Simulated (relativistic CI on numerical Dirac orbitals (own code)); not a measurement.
## Slater and spin-orbit integrals, Gd¹⁶⁺

Method of calculation: Dirac-Coulomb-Breit CI, separate exchange-only KLI orbitals for each configuration, a model potential for QED, unscaled Slater integrals (own radial code, finite nucleus).

Slater integrals F^k, G^k are unscaled and averaged over j, outside the closed core [Kr]; ζ comes from projecting the Hamiltonian with its Breit term on Σ l·s of the shell.

- 4d10.4f2: F^2(4f,4f) = 162080, F^4(4f,4f) = 104430, F^6(4f,4f) = 75974, ζ(4f) = 2315 cm⁻¹; <r>(4f) = 0.6291, <r^2>(4f) = 0.4613 (bohr units).
- 4d10.4f.5s: ζ(4f) = 2421.8, G^3(4f,5s) = 29699 cm⁻¹; <r>(4f) = 0.6206, <r^2>(4f) = 0.4489, <r>(5s) = 1.066, <r^2>(5s) = 1.264 (bohr units).
- 4d10.5s.5p: G^1(5s,5p) = 122540, ζ(5p) = 52697 cm⁻¹; <r>(5s) = 1.059, <r^2>(5s) = 1.247, <r>(5p) = 1.126, <r^2>(5p) = 1.415 (bohr units).

Averages of the first 10 configurations, taken without configuration mixing, which lowers the lowest level and can move excited configurations by several eV; other configurations of the list can lie among them:

| Configuration | Parity | States | Average energy above the lowest level (eV) |
| --- | --- | --- | --- |
| 4d10.4f2 | even | 91 | 3.1 |
| 4d10.4f.5s | odd | 28 | 17.6 |
| 4d10.5s2 | even | 1 | 38.7 |
| 4d10.5s.5p | odd | 12 | 70.9 |
| 4d10.4f.5p | even | 84 | 51.9 |
| 4d10.5p2 | even | 15 | 107.2 |
| 4d10.5s.5d | even | 20 | 121.9 |
| 4d9.4f3 | odd | 3640 | 153.8 |
| 4d10.4f.5d | odd | 140 | 100.9 |
| 4d10.5p.5d | odd | 60 | 156.6 |
